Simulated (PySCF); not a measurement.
## Exercise with solution: oscillator strength and radiative lifetime

Be(OH)(SiH3) (BeH4OSi), SMILES [SiH3][Be][OH].

The structure is a stationary point at B3LYP-D3(BJ)/def2-TZVP. The values are those of a single conformer.

PySCF with TDDFT-CAM-B3LYP/def2-SVPD puts the first singlet state with f over 0.02 at 6.44 eV (vertical), with the transition dipole (0.008, -0.721, 0.293) in atomic units.

Problem. Find the oscillator strength, the wavelength and the radiative lifetime that this transition would have in vacuum if emission retraced absorption.

Solution. 
|μ|² = 0.6058 au, so |μ| = 1.98 D. ΔE = 6.44/27.211 = 0.2367 hartree. f = (2/3) ΔE |μ|² = 0.096 (the program prints 0.095).
λ = 1239.84/6.44 = 193 nm; ν = 51942 cm⁻¹.
Einstein's coefficient A = 0.6670 ν² f s⁻¹ (ν in cm⁻¹) = 1.7e8 s⁻¹, so τ = 1/A = 5.8 ns. This state is S1. The figure is the radiative limit of this one transition; relaxation, internal conversion, crossing to triplets and a medium change what is measured.
